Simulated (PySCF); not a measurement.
**Pt²⁺: interval between two levels**

Pt²⁺ [Xe] 4f14 5d8 [3F4, M_J = 4] → Pt²⁺ [Xe] 4f14 5d7 6p1 [5G6, M_J = 6], as a difference of total energies. All numbers are calculated (PySCF 2.14, the two-component X2C-1e Hamiltonian, in x2c-TZVPall-2c (11s11p10d2f, 108 functions)). Correlated levels: [Kr] 4d10 4f14 frozen; the 34 highest virtual spinors dropped. "Screened" scales the spin-orbit matrix elements by Boettger's factors to mimic the two-electron term; Breit and QED terms are absent.

| method | interval between two levels (cm⁻¹) |
| --- | --- |
| GHF (screened spin-orbit) | 86737 |
| GMP2 (screened spin-orbit) | 90831 |

The labels give the starting determinants; with spin-orbit coupling the two ends relaxed to ⟨J²⟩ = 20.01, ⟨L²⟩ = 12.45, ⟨S²⟩ = 2.09 and ⟨J²⟩ = 42.01, ⟨L²⟩ = 21.65, ⟨S²⟩ = 5.59.
